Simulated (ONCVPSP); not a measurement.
# Scattering properties, ONCV potential for Lu

Lu (Z = 71), optimised norm-conserving Vanderbilt (ONCV), made with ONCVPSP 4.0.1 (PW91, scalar-relativistic). Core [Kr], reference 4d10 4f14 5s2 5p6 5d1 (charge +2). Waves: 5s: rc 1.30 bohr, ncon 4, nbas 9, qcut 5.1 1/bohr, 3 projectors, debl 0.9 Ha; 5p: rc 1.70 bohr, ncon 4, nbas 8, qcut 6.8 1/bohr, 1 projector; 4d+5d: rc 1.00 bohr, ncon 4, nbas 9, qcut 13.5 1/bohr, 3 projectors, debl 3 Ha; 4f: rc 1.10 bohr, ncon 3, nbas 7, qcut 14.2 1/bohr, 2 projectors, debl 2.5 Ha. Local part: polynomial inside 0.75 bohr (lpopt 5, dvloc0 0 Ha). Core correction: Teter function, fcfact 6, rcfact 1.1.

In the s channel the program set the typed energies aside and used -2.788, 0.250, 1.150 Ha.

The phase is arctan(r·R′/R) of the radial function R(r), unwrapped; energies in Ha, scanned from -9 to 5 Ha. A pole is an energy at which the radial function vanishes at the test radius. The pseudo phase is shifted by a multiple of π to meet the all-electron one at the reference energy, and phase errors are pseudo minus all-electron; the curves can meet again beyond the range given. Levels narrower than the energy grid can be missing from the lists of poles. Where the grid stepped over a known ghost or core level, its pole and its step of π were put in at the level’s energy. n/a: not evaluated, since a narrow level or a reset projector energy made the automatic matching unsafe.

```json
{"channel": "s", "radius (bohr)": "1.32", "reference energy (Ha)": "-2.79", "poles, all-electron": "0.16", "poles, pseudo": "-5.59, 0.16", "unbroken range about the reference energy with phases within 0.05 rad": "above -5.6", "phase error 1 Ha above the reference energy (rad)": "-0.000"}
{"channel": "p", "radius (bohr)": "1.72", "reference energy (Ha)": "-1.71", "poles, all-electron": "-0.56", "poles, pseudo": "-0.56", "unbroken range about the reference energy with phases within 0.05 rad": "n/a", "phase error 1 Ha above the reference energy (rad)": "n/a"}
{"channel": "d", "radius (bohr)": "1.02", "reference energy (Ha)": "-0.56", "poles, all-electron": "-6.91", "poles, pseudo": "-6.91", "unbroken range about the reference energy with phases within 0.05 rad": "the whole range", "phase error 1 Ha above the reference energy (rad)": "+0.001"}
{"channel": "f", "radius (bohr)": "1.12", "reference energy (Ha)": "-0.90", "poles, all-electron": "-0.04", "poles, pseudo": "-0.04", "unbroken range about the reference energy with phases within 0.05 rad": "the whole range", "phase error 1 Ha above the reference energy (rad)": "+0.000"}
```

Note: ghosts flagged at negative energy: s at -152.3 eV, p at -158.3 eV, d at -1207.4 eV; GHOST(+) flags only above 600 eV. A true bound ghost makes a file unfit for plane-wave use.

Phases in the d channel:

| E (Ha) | all-electron | pseudo |
| --- | --- | --- |
| -8.96 | 0.581 | 0.581 |
| -8.24 | -0.658 | -0.658 |
| -7.52 | -1.380 | -1.380 |
| -6.80 | -1.593 | -1.592 |
| -6.08 | -1.695 | -1.695 |
| -5.36 | -1.763 | -1.762 |
| -4.64 | -1.817 | -1.817 |
| -3.92 | -1.869 | -1.869 |
| -3.20 | -1.923 | -1.923 |
| -2.48 | -1.984 | -1.984 |
| -1.76 | -2.058 | -2.058 |
| -1.04 | -2.154 | -2.154 |
| -0.32 | -2.285 | -2.284 |
| 0.40 | -2.471 | -2.470 |
| 1.12 | -2.740 | -2.739 |
| 1.84 | -3.099 | -3.098 |
| 2.56 | -3.486 | -3.484 |
| 3.28 | -3.808 | -3.806 |
| 4.00 | -4.036 | -4.035 |
| 4.72 | -4.192 | -4.191 |
